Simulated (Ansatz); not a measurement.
Relaxation of BBrH5N (8 atoms, charge 0, multiplicity 1), to a largest force component of 0.03 eV/Å in at most 50 steps.

Level of theory: RKS B3LYP-D4/def2-SVP (Ansatz).

```xyz
8
Properties=species:S:1:pos:R:3
B 0.014 -0.124 0.276
N 0.045 -0.360 1.729
H -0.776 -0.633 2.255
H 0.908 -0.397 2.258
H 1.052 0.098 -0.286
H -1.044 -0.196 -0.289
Br -0.398 3.077 0.645
H -0.244 1.869 1.527
```

Question: Where does it end, and by what steps?

Answer: The forces met the threshold. The force dipped under the threshold on the way, but the program's further checks kept it going. After 11 steps the energy has fallen by 0.239 eV; Br7 moved furthest, 0.84 Å.

| step | energy less start (eV) | largest force component (eV/Å) | accepted |
| --- | --- | --- | --- |
| 0 | 0.0000 | 2.371 | yes |
| 1 | -0.1327 | 1.509 | yes |
| 2 | -0.1778 | 0.922 | yes |
| 3 | -0.2010 | 0.328 | yes |
| 4 | -0.2119 | 0.257 | yes |
| 5 | -0.2192 | 0.341 | yes |
| 6 | -0.2262 | 0.451 | yes |
| 7 | -0.2280 | 0.305 | yes |
| 8 | -0.2371 | 0.017 | yes |
| 9 | -0.2382 | 0.087 | yes |
| 10 | -0.2386 | 0.053 | yes |
| 11 | -0.2388 | 0.023 | yes |

```xyz
8
Properties=species:S:1:pos:R:3
B 0.057 -0.437 0.200
N 0.024 -0.184 1.577
H -0.820 -0.269 2.135
H 0.860 -0.047 2.135
H 1.117 -0.396 -0.374
H -0.977 -0.671 -0.374
Br -0.446 3.382 1.423
H -0.257 1.954 1.394
```

Time of the run: 21 s on 2 threads of Arm Neoverse V2 (shared host), peak memory 0.17 GiB.
